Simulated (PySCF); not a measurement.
NICS in rings of unrelated molecules.

NICS is the negative of the GIAO shielding at a point without a nucleus: at the ring centre (0) and 1 Å above and below it (1); zz is the component along the ring normal. Level: GIAO PBE0/pcSseg-1 (PySCF, non-relativistic, gas phase) on the GFN2-xTB geometries, one conformer each. Atom numbers follow the mapped SMILES.

Task: Order these rings by mean NICS(1)zz, lowest (most negative) first (ppm).
A. ring C3–C4–C5–C6–C8–C9 in `[CH:1]#[C:2][c:3]1[cH:4][cH:5][c:6]([NH3+:7])[cH:8][cH:9]1` (charge +1)
B. ring C3–O5–C6 in `[CH3:1][O:2][C@@:3]1([CH3:4])[O:5][C@H:6]1[C:7]#[N:8]`
C. ring C3–C4–C5–C6–C7–P9 in `[N:1]#[C:2][c:3]1[cH:4][cH:5][cH:6][c:7]([F:8])[p:9]1`
D. ring C3–C6–C7–O8 in `[N:1]#[C:2][C@@:3]1([CH2:4][F:5])[CH2:6][CH2:7][O:8]1`
E. ring C4–C5–O6–C7–C8 in `[O:1]=[CH:2][NH:3][C:4]1=[CH:5][O:6][CH2:7][CH2:8]1`

Result: A (-26.2), C (-25.1), B (-18.8), E (-1.7), D (3.4).

```json
{"SMILES": "C#Cc1ccc([NH3+])cc1", "ring": "6-membered carbocycle; formal bonds all aromatic", "NICS(0)": "-9.4", "NICS(1)": "-10.8", "NICS(1)zz": "-26.2", "HOMA": "0.99", "rms pucker (Å)": "0.00", "ring atoms with four or more neighbours": "0"}
{"SMILES": "N#Cc1cccc(F)p1", "ring": "6-membered ring with P; formal bonds all aromatic", "NICS(0)": "-9.1", "NICS(1)": "-10.6", "NICS(1)zz": "-25.1", "HOMA": "0.89", "rms pucker (Å)": "0.00", "ring atoms with four or more neighbours": "0"}
{"SMILES": "CO[C@@]1(C)O[C@H]1C#N", "ring": "3-membered ring with O; formal bonds all single", "NICS(0)": "-45.6", "NICS(1)": "-6.6", "NICS(1)zz": "-18.8", "HOMA": "–", "rms pucker (Å)": "0.00", "ring atoms with four or more neighbours": "2"}
{"SMILES": "O=CNC1=COCC1", "ring": "5-membered ring with O; formal bonds 1 double, 4 single", "NICS(0)": "-4.8", "NICS(1)": "-1.8", "NICS(1)zz": "-1.7", "HOMA": "–", "rms pucker (Å)": "0.00", "ring atoms with four or more neighbours": "2"}
{"SMILES": "N#C[C@@]1(CF)CCO1", "ring": "4-membered ring with O; formal bonds all single", "NICS(0)": "-1.3", "NICS(1)": "1.0", "NICS(1)zz": "3.4", "HOMA": "–", "rms pucker (Å)": "0.00", "ring atoms with four or more neighbours": "3"}
```

NICS(0) gives another order. The isotropic NICS(1) gives the same order. HOMA uses Krygowski's 1993 parameters; it is left out where a ring has a four-coordinate atom, a triple bond, no multiple bond or a kind of bond without parameters. NICS(1) and NICS(1)zz are means over the two faces.
